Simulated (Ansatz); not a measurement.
(F2B-mu-H)2 (B₂H₂F₄), relaxed as a singlet with RKS PBE0-D4/def2-SVP in Ansatz, starting from the GFN1-xTB geometry. Force threshold 0.02 eV/Å.

Start:

```xyz
8

B     0.127   -0.523   -0.742
F    -0.186   -1.818   -0.722
F     0.656   -0.009   -1.852
H    -0.925    0.224   -0.331
B    -0.127    0.523    0.742
F    -0.656    0.009    1.852
F     0.186    1.818    0.722
H     0.925   -0.224    0.331
```

```tsv
step	energy (eV)	largest force component (eV/Å)	SCF passes
1	-12236.8736	0.245	24
2	-12236.8928	0.096	29
3	-12236.8956	0.051	28
4	-12236.8959	0.002	22
```

Force components are those of the run's own axes.

End:

Cartesian coordinates in Å:
```
B 0.1319 -0.5157 -0.7272
F -0.1962 -1.8030 -0.6883
F 0.6524 0.0193 -1.8268
H -0.9368 0.2287 -0.3322
B -0.1319 0.5157 0.7272
F -0.6524 -0.0193 1.8268
F 0.1962 1.8030 0.6883
H 0.9367 -0.2287 0.3322
```

By distances, no bond broke or formed. The bond that changes most is B1–B5, from 1.83 to 1.80 Å (atoms count from 1).

No frequencies were taken in this run, so the end may be a saddle point.

It took 4.5 s on 4 threads of Arm Neoverse V2 on a shared host.
